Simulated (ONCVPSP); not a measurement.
**Logarithmic derivatives: cerium, ONCV**

ONCVPSP 4.0.1 input, shortened (lines: element, Z, core and valence counts, functional; n l f; lmax; l rc ep ncon nbas qcut; lloc lpopt rc5 dvloc0; l nproj debl; icmod fcfact rcfact), PBE, scalar-relativistic:

```
  Ce 58.00    9    5        4      upf
    1    0    2.00
    2    0    2.00
    2    1    6.00
    3    0    2.00
    3    1    6.00
    3    2   10.00
    4    0    2.00
    4    1    6.00
    4    2   10.00
    4    3    1.00
    5    0    2.00
    5    1    6.00
    5    2    1.00
    6    0    2.00
    3
    0    2.90    0.00    5   10    4.10
    1    2.35    0.00    4    7    4.60
    2    3.75    0.00    4    8    3.50
    3    1.70    0.00    4    9    9.20
    4    5    1.50    6.00
    0    2    1.80
    1    1    2.20
    2    1    3.60
    3    2    3.50
    3    6.00    1.70
```

The phase is arctan(r·R′/R) of the radial function R(r), unwrapped; energies in Ha, scanned from -3 to 5 Ha. A pole is an energy at which the radial function vanishes at the test radius. The pseudo phase is shifted by a multiple of π to meet the all-electron one at the reference energy, and phase errors are pseudo minus all-electron; the curves can meet again beyond the range given. Levels narrower than the energy grid can be missing from the lists of poles.

**Question.** For each channel, where are the poles, and over which energies does the pseudopotential scatter like the atom?

**Answer.**

| channel | radius (bohr) | reference energy (Ha) | poles, all-electron | poles, pseudo | unbroken range about the reference energy with phases within 0.05 rad | phase error 1 Ha above the reference energy (rad) |
| --- | --- | --- | --- | --- | --- | --- |
| s | 2.95 | -0.14 | -1.44, 1.51 | -1.44, 1.47, 3.35 | below 2.2 | -0.002 |
| p | 2.39 | -0.85 | -0.40, 4.35 | -0.41, 2.86 | below 0.4 | -0.023 |
| d | 3.81 | -0.11 | 0.03, 1.57, 4.04 | 0.03, 1.75, 4.11 | below 0.4 | +0.069 |
| f | 1.73 | -0.20 | 0.16 | 0.16 | the whole range | +0.006 |

Phases in the d channel:

| E (Ha) | all-electron | pseudo |
| --- | --- | --- |
| -2.98 | 1.449 | 1.449 |
| -2.54 | 1.437 | 1.437 |
| -2.10 | 1.421 | 1.421 |
| -1.66 | 1.398 | 1.398 |
| -1.22 | 1.360 | 1.360 |
| -0.78 | 1.281 | 1.281 |
| -0.34 | 0.862 | 0.865 |
| 0.10 | -1.663 | -1.659 |
| 0.54 | -2.833 | -2.623 |
| 0.98 | -4.498 | -4.447 |
| 1.42 | -4.677 | -4.645 |
| 1.86 | -4.778 | -4.732 |
| 2.30 | -4.973 | -4.824 |
| 2.74 | -7.268 | -5.141 |
| 3.18 | -7.723 | -7.542 |
| 3.62 | -7.808 | -7.771 |
| 4.06 | -7.856 | -7.846 |
| 4.50 | -7.902 | -7.922 |
| 4.94 | -7.979 | -8.264 |
